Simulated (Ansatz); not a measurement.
Task: Name a neutral molecule of C, Cl, Ge, Si and H with ideal-gas entropy at 298 K and 1 bar (rigid rotor, harmonic PBE0-D4/def2-TZVP) between 360 and 376 J/(mol·K) and HOMO–LUMO gap (PBE/def2-TZVPP) between 5.75 and 6.05 eV (Ansatz, PBE0-D4/def2-TZVP geometry).

Result: `C[SiH](Cl)[GeH3]` (374 J/(mol·K), 5.85 eV). Other molecules can fit too; these were computed, each in one conformer that needn't be the lowest.
